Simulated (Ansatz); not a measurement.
`FB1OCO1` at its PBE0-D4/def2-TZVP geometry, where that method's forces vanish. Charge 0, multiplicity 1.

```csv
atom,x (Å),y (Å),z (Å)
F1,1.7883,0.3813,1.4657
B2,0.7924,0.1690,0.6494
O3,0.5291,-0.9033,-0.1745
C4,-0.6283,-0.1340,-0.5149
O5,-0.3038,0.9514,0.3591
H6,-1.5530,-0.6336,-0.2216
H7,-0.6247,0.1692,-1.5631
```

Question: For each bond, give half the difference of the two atoms' forces along it (eV/Å; positive pushes the atoms apart) under PBE-D4, r2SCAN-D4, B3LYP-D4, ωB97M-V in def2-TZVPP. (Estimate.)

Answer: Ansatz gave: 
```json
{"bond": "F1–B2", "length (Å)": "1.305", "PBE-D4": "0.30", "r2SCAN-D4": "0.03", "B3LYP-D4": "0.03", "ωB97M-V": "0.11"}
{"bond": "B2–O3", "length (Å)": "1.378", "PBE-D4": "0.41", "r2SCAN-D4": "0.17", "B3LYP-D4": "0.11", "ωB97M-V": "0.08"}
{"bond": "B2–O5", "length (Å)": "1.378", "PBE-D4": "0.41", "r2SCAN-D4": "0.17", "B3LYP-D4": "0.11", "ωB97M-V": "0.08"}
{"bond": "O3–C4", "length (Å)": "1.431", "PBE-D4": "0.47", "r2SCAN-D4": "0.35", "B3LYP-D4": "0.38", "ωB97M-V": "0.26"}
{"bond": "C4–O5", "length (Å)": "1.431", "PBE-D4": "0.47", "r2SCAN-D4": "0.35", "B3LYP-D4": "0.38", "ωB97M-V": "0.26"}
{"bond": "C4–H6", "length (Å)": "1.091", "PBE-D4": "0.02", "r2SCAN-D4": "-0.12", "B3LYP-D4": "-0.23", "ωB97M-V": "-0.20"}
{"bond": "C4–H7", "length (Å)": "1.091", "PBE-D4": "0.02", "r2SCAN-D4": "-0.12", "B3LYP-D4": "-0.23", "ωB97M-V": "-0.20"}
```

B3LYP here is the variant with VWN-RPA as its local correlation; programs differ in this.
